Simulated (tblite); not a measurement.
Compound: CH12OSSi5.
Geometry (GFN2-xTB, Å), atoms numbered from 1 in this order:
```
atom  x, y, z in Å
C1    -1.837    1.491   -0.075
S2    -3.075    0.163   -0.108
Si3   -1.746   -1.560   -0.103
Si4   -0.116   -1.499   -1.838
Si5    1.540   -1.159   -0.190
O6     2.086    0.386   -0.236
Si7    2.078    1.987   -0.426
Si8   -0.033   -1.427    1.551
H9    -2.378    2.432   -0.081
H10   -1.242    1.417    0.831
H11   -1.198    1.428   -0.952
H12   -2.797   -2.579   -0.066
H13   -0.278   -0.520   -2.926
H14   -0.008   -2.778   -2.554
H15    2.825   -1.871   -0.204
H16    1.437    2.273   -1.711
H17    1.300    2.549    0.678
H18    3.480    2.384   -0.394
H19    0.105   -2.686    2.298
H20   -0.146   -0.422    2.621
```

All values are computed: GFN2-xTB (tblite) harmonic vibrations without scaling, gas phase. This tight-binding method is rough: wavenumbers can miss measured ones by several per cent, in bad cases by 10 to 20. Modes of hydrogen on silicon can be 10 to 20 % off. One conformer, not necessarily the lowest.

Harmonic wavenumbers (cm⁻¹): 28.7, 45.8, 54.1, 61.3, 86.9, 106.3, 110.5, 140.9, 146.1, 152.7, 193.1, 247.7, 283.2, 326.3, 336.7, 345.5, 364.5, 372.0, 388.7, 444.0, 455.4, 503.6, 528.6, 546.2, 562.3, 600.4, 606.3, 610.8, 653.5, 697.5, 733.9, 772.6, 789.5, 813.9, 822.3, 837.5, 943.7, 959.3, 1072.6, 1325.4, 1453.7, 1465.6, 2144.6, 2149.5, 2159.9, 2172.6, 2176.5, 2213.9, 2238.7, 2256.5, 2300.4, 3011.5, 3016.0, 3052.3.

A = 908.3, B = 534.2, C = 452.6 MHz; mass 211.946 u (most abundant isotopes); point group C1, symmetry number 1.

Q: What is the zero-point energy?

A: ½Σν̃ = 25441 cm⁻¹ = 304.34 kJ/mol.

Q: Give the ideal-gas entropy at 500 K and 1 bar in the rigid-rotor, harmonic-oscillator model (classical rotation).

A: Translation 186.40, rotation 138.91, vibration 374.07: S = 699.4 J/(mol K).

Q: And Cp and H(500 K) − H(0)?

A: Cp = 318.13 J/(mol K), of which vibrations give 284.87 (their classical limit is 54 R = 449.0); H(500 K) − H(0) = 104.25 kJ/mol without the zero-point energy, 87.62 from vibrations.

Q: Which modes carry the vibrational entropy at 500 K?

A: 28.7 cm⁻¹: 29.05; 45.8 cm⁻¹: 25.17; 54.1 cm⁻¹: 23.79; 61.3 cm⁻¹: 22.75; 86.9 cm⁻¹: 19.86; 106.3 cm⁻¹: 18.20 J/(mol K); the other 48 give 235.26 together.

Q: What must be added to the electronic energy to get the Gibbs energy at 500 K and 1 bar?

A: ZPE + [H(500 K) − H(0)] − T·S = 304.34 + 104.25 − 349.69 = 58.90 kJ/mol.

Hindered rotation and anharmonicity are outside this model. Other conformers, if any are populated, would add a mixing term that is left out. The structure is chiral; the term R ln 2 for an equal mix with its mirror image is left out.
